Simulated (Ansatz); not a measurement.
One change: `C[N](C)[In]([SH])[Cl]` becomes `C[CH2][In]([SH])[N](C)C`.

Ansatz, PBE0-D4/def2-TZVP geometries, multiplicity 1. Each molecule was computed in one conformer, which needn't be the lowest.

Elements past krypton have def2 core potentials.

```tsv
property	`C[N](C)[In]([SH])[Cl]`
size of the dipole moment (PBE/def2-TZVPP) / D	1.91
HOMO energy (PBE0/def2-TZVPP) / eV	-6.42
HOMO energy (B3LYP/def2-TZVPP) / eV	-6.23
HOMO–LUMO gap (ωB97M-V/def2-TZVPP) / eV	8.97
LUMO energy (B3LYP/def2-TZVPP) / eV	-1.90
HOMO–LUMO gap (PBE0/def2-TZVPP) / eV	4.82
```

Problem. What does the change do to each property? (Best estimate.)

Solution. Computed: 
```json
{"property": "size of the dipole moment (PBE/def2-TZVPP) / D", "`C[CH2][In]([SH])[N](C)C`": "2.10", "shift": "0.19"}
{"property": "HOMO energy (PBE0/def2-TZVPP) / eV", "`C[CH2][In]([SH])[N](C)C`": "-5.92", "shift": "0.50"}
{"property": "HOMO energy (B3LYP/def2-TZVPP) / eV", "`C[CH2][In]([SH])[N](C)C`": "-5.73", "shift": "0.50"}
{"property": "HOMO–LUMO gap (ωB97M-V/def2-TZVPP) / eV", "`C[CH2][In]([SH])[N](C)C`": "8.88", "shift": "-0.09"}
{"property": "LUMO energy (B3LYP/def2-TZVPP) / eV", "`C[CH2][In]([SH])[N](C)C`": "-0.90", "shift": "1.00"}
{"property": "HOMO–LUMO gap (PBE0/def2-TZVPP) / eV", "`C[CH2][In]([SH])[N](C)C`": "5.26", "shift": "0.44"}
```

With PBE0 the HOMO rises by 0.50 eV and the LUMO rises by 0.94 eV, so the gap widens by about 0.44 eV. PBE moves the HOMO by 0.47 eV and ωB97M-V by 0.50 eV. Dipoles are sizes alone; their direction can turn.

B3LYP here is the variant with VWN-RPA as its local correlation; programs differ in this.
